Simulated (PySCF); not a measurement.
**Vertical excitation energies**

C7H13F3O.
InChI=1S/C7H13F3O/c1-4-5(2)11-6(3)7(8,9)10/h5-6H,4H2,1-3H3/t5-,6-/m1/s1

The calculation used TDDFT CAM-B3LYP/def2-SVPD, vertical, gas phase, core orbitals frozen in the response in PySCF 2.14.0, density-fitted response routines. Isolated species at its PBE0-D3(BJ)/def2-SVP geometry (one conformer only). Torsions of this conformer, `[CH3:1][CH2:2][C@@H:3]([CH3:4])[O:5][C@H:6]([CH3:7])[C:8]([F:9])([F:10])[F:11]`: C1–C2–C3–C4 65°, C2–C3–O5–C6 83°, C3–O5–C6–C7 -142°, O5–C6–C8–F9 -175°.

```
state  E (eV)  E (hartree)       f  |μ| (D)    main configurations (H = HOMO, L = LUMO)
   S1    7.69       0.2826  0.0006     0.14                                   H→L (86%)
   S2    8.24       0.3026   0.024     0.88                    H→L+2 (46%), H→L+1 (45%)
   S3    8.35       0.3067  0.0016     0.23       H→L+3 (49%), H→L+1 (26%), H→L+2 (13%)
   S4    8.57       0.3148  0.0033     0.32       H→L+3 (38%), H→L+2 (25%), H→L+1 (19%)
   S5    8.95       0.3289  0.0098     0.54                                 H-1→L (79%)
   S6    9.07       0.3335   0.016     0.68       H→L+4 (38%), H→L+7 (20%), H→L+12 (9%)
   S7    9.35       0.3437  0.0084     0.49        H→L+4 (37%), H→L+7 (20%), H→L+8 (9%)
   S8    9.39       0.3450  0.0006     0.13                    H→L+6 (31%), H-2→L (25%)
   S9    9.43       0.3465  0.0070     0.44     H→L+6 (25%), H-2→L (19%), H-1→L+1 (11%)
  S10    9.53       0.3503   0.023     0.80  H-1→L+1 (45%), H-1→L+2 (19%), H-1→L+3 (9%)
```

Triplets, Tamm–Dancoff:

```csv
state,E (eV),λ (nm),"main configurations (H = HOMO, L = LUMO)"
T1,7.59,163.3,H→L (82%)
T2,8.10,153.1,"H→L+2 (47%), H→L+1 (32%)"
T3,8.27,149.9,"H→L+3 (48%), H→L+1 (22%), H→L+2 (14%)"
T4,8.35,148.5,"H→L+1 (30%), H→L+3 (23%), H→L+12 (9%)"
```

The lowest singlet lies at 7.69 eV (161 nm, vacuum ultraviolet) and is very weak; its leading configuration is HOMO→LUMO (86%). The largest oscillator strength of a single state is 0.024. Löwdin shares by element: HOMO oxygen 50%, carbon 25% or more (atoms not listed hold the other 25%); LUMO carbon 22% or more, hydrogen 17% or more (atoms not listed hold the other 61%). Orbital energies (eV): HOMO-3 -11.28, HOMO-2 -11.19, HOMO-1 -10.59, HOMO -9.28, LUMO 1.19, LUMO+1 1.55, LUMO+2 1.84. Of the 10 states listed, 3 reach f = 0.01 and none stays under 0.0005. The listed states span 1.84 eV, and the widest gap between neighbours is 0.54 eV (S1 to S2). No computed singlet lies in the visible range (380 to 750 nm); the lowest, at 161 nm, stands 4.43 eV above its violet end (3.26 eV). Only the lowest 10 singlets were computed, as vertical energies without vibronic structure.

On AMD EPYC 9R45, 2 threads, shared host with 96 logical CPUs at a one-minute load of 45, this took 65 s wall, 2.5 min CPU (grids of density and orbitals included) and 2.1 GiB of memory at its peak.

Without π bonds the low states may be Rydberg-like; a valence basis with one diffuse set may place them up to an eV too high.
